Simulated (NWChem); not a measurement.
A series in which one site is exchanged, each optimised at PBE0/def2-SVP with NWChem, gas phase unless a solvent is named. All stand in one matching conformer (torsions within 35°), which need not be the lowest. 

A: [O]([Al]([Cl])[OH])C (CH₄AlClO₂; site = Al)
B: [O](C)[Ga]([OH])[Cl] (CH$_{4}$ClGaO$_{2}$; site = Ga)
C: COB(O)Cl (CH4BClO2; site = B)

Values for A:

- dipole (D), PBE0/def2-SVP = 1.59
- orbital gap (eV), PBE0/def2-SVP = 7.76
- lowest singlet excitation, PBE/def2-SVPD, TDA (eV) = 5.22

Problem. How do these values change for the other members?

Solution. 
| change from A | B | C |
|---|---|---|
| dipole (D), PBE0/def2-SVP | -0.04 | +0.43 |
| orbital gap (eV), PBE0/def2-SVP | -0.69 | +2.33 |
| lowest singlet excitation, PBE/def2-SVPD, TDA (eV) | -0.66 | +1.51 |
